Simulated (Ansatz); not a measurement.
Reaction (substitution at a C–N bond): `C[N](C)[InH2]` + `O=C[SiH](O)O` → `CO[SiH](O)C=O` + `C[NH][InH2]`

Isolated molecules relaxed with PBE0-D4/def2-TZVP in Ansatz; ΔE leaves out vibrations. CCSD(T)/CBS is the MP2 limit (def2-TZVPP, def2-QZVPP) plus CCSD(T) − MP2 in def2-TZVPP, frozen cores. def2 core potentials past Kr. For In outer-core shells are correlated without core-valence functions, which leaves a few kJ/mol of doubt a bond. One conformer a species, not always the lowest.

`C[N](C)[InH2]`:

Cartesian coordinates in Å:
```
C 1.253 -0.675 -0.016
N -0.003 0.025 -0.010
C -1.068 -0.766 0.548
In -0.245 1.905 -0.704
H 2.045 -0.056 -0.444
H 1.566 -0.961 1.001
H 1.201 -1.604 -0.605
H -0.859 -1.056 1.590
H -2.011 -0.215 0.541
H -1.222 -1.699 -0.017
H 1.191 2.611 -1.311
H -1.848 2.490 -0.573
```

`O=C[SiH](O)O`:

Z-matrix (Å, degrees):
```
Si
C 1 1.928
O 1 1.632 2 102.1
O 1 1.635 2 111.4 3 121.5
H 1 1.477 2 112.1 3 -121.2
O 2 1.212 1 118.0 3 -0.9
H 2 1.114 1 123.2 3 180.0
H 3 0.965 1 112.2 2 0.2
H 4 0.959 1 118.2 2 -71.1
```

`CO[SiH](O)C=O`:

```xyz
12

C     1.813   -0.573   -0.933
O     0.934   -0.187    0.102
Si   -0.589    0.355   -0.105
O    -1.683   -0.767   -0.557
C    -1.139    0.885    1.656
O    -2.073    0.302    2.156
H     2.828   -0.582   -0.535
H     1.773    0.127   -1.775
H     1.567   -1.576   -1.296
H    -0.589    1.434   -1.123
H    -2.221   -1.096    0.172
H    -0.620    1.680    2.239
```

`C[NH][InH2]`:

Cartesian coordinates in Å:
```
C 0.239 1.293 -0.243
N -0.465 0.041 -0.374
In -0.054 -1.711 0.525
H 1.080 1.181 0.445
H -0.396 2.095 0.156
H 0.652 1.647 -1.198
H -1.251 0.101 -1.002
H -1.114 -2.995 0.130
H 1.309 -1.651 1.561
```

```
        species  CCSD(T)/CBS(def2) energy (Eh)
`C[N](C)[InH2]`                     -325.40049
 `O=C[SiH](O)O`                     -555.13705
`CO[SiH](O)C=O`                     -594.37644
  `C[NH][InH2]`                     -286.14916
```

Task: Work out ΔE.

Result: ΔE = (-594.37644) + (-286.14916) − (-325.40049) − (-555.13705) = 0.01194 Eh = +7.5 kcal/mol.

Largest T1 diagnostic among the species: 0.017.

In def2-TZVPP, CCSD(T) changes the Hartree–Fock value by +4.5 kcal/mol (the triples alone add +0.7 kcal/mol) and MP2 by +5.9 kcal/mol. The D4 term adds +0.8 kcal/mol with B3LYP and +0.4 kcal/mol with PBE0; it sums over pairs of atoms, weighted by their polarisabilities, and B3LYP, whose exchange is more repulsive, gets the larger term.

B3LYP here is the variant with VWN-RPA as its local correlation; programs differ in this.
